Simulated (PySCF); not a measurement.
**Structure revision by computed shifts**

A compound C5H4F2O2 gives the data below (simulated from a calculation) and was assigned the structure `FC(F)Oc1ccco1`.

¹³C{¹H} NMR (computed): δ 151.2 (C), 146.3 (CH), 133.7 (CH), 123.7 (CH), 107.8 (CH).

¹H NMR (400 MHz, computed): δ 7.60 (m, 1H), 7.42 (m, 1H), 6.75 (m, 1H), 6.53 (m, 1H).

[PySCF 2.14.0 with density-fitted response routines: shielding tensors at PBE0/pcSseg-1 (GIAO); geometry: GFN2-xTB; non-relativistic Hamiltonian; no solvent model; fast rotation and ring inversion assumed for equivalent nuclei; one computed conformer]

Chemical shifts δ = σref − σ; ¹H (σ = 31.72 ppm), ¹³C (σ = 186.93 ppm) against TMS, all at this level.

Q: Compare with the shifts computed for the proposed structure, pairing carbons in order of shift.

A: Atoms are numbered as in `[F:1][CH:2]([F:3])[O:4][c:5]1[cH:6][cH:7][cH:8][o:9]1`. Hydrogens are named by the atom that carries them.

```csv
atom,computed for proposal,given list,difference
C5,162.1,151.2,+10.9
C8,137.9,146.3,-8.4
C2,121.3,133.7,-12.4
C7,119.2,123.7,-4.5
C6,93.1,107.8,-14.7
```

The rms difference is 10.8 ppm and the largest -14.7 ppm at C6 (aromatic CH). The proposal doesn't fit.

Q: Which isomer fits?

A: SMILES C(F)(F)Oc1ccoc1.

- Carbon types of the structure: 1 × C, 4 × CH, which accounts for all hydrogens.
- δC 151.2: aromatic carbon bearing oxygen; the electronegative substituent deshields the carbon that carries it.
- δC 146.3, 133.7: aromatic CH next to the ring oxygen.
- δC 123.7: sp3 CH bonded to 2 F and O; 3 electronegative neighbours deshield it.
- δC 107.8: aromatic CH; resonance donation from the substituent shields this position.

Other isomers checked: O=C[C@@H]1OCC(F)=C1F (rms 32.8 ppm); O=CC1=CCC(F)(F)O1 (rms 32.9 ppm).

The data come from this structure; uniqueness wasn't tested.

Splittings by ¹⁹F in the carbon and heteronuclear signals aren't shown, as no couplings were computed. Shifts are as computed. Against solution values, carbons near 30 ppm lie about +3 ppm off and those near 130 ppm about +5 ppm. Of 1211 compounds with measured shifts, 218 miss one by over three times the rms of a fit or turn the order of signals round; such compounds aren't used in these exercises. Multiplicities follow the n + 1 count of equivalent neighbours, as no J values were calculated; m marks all less simple cases, F and P coupling included.
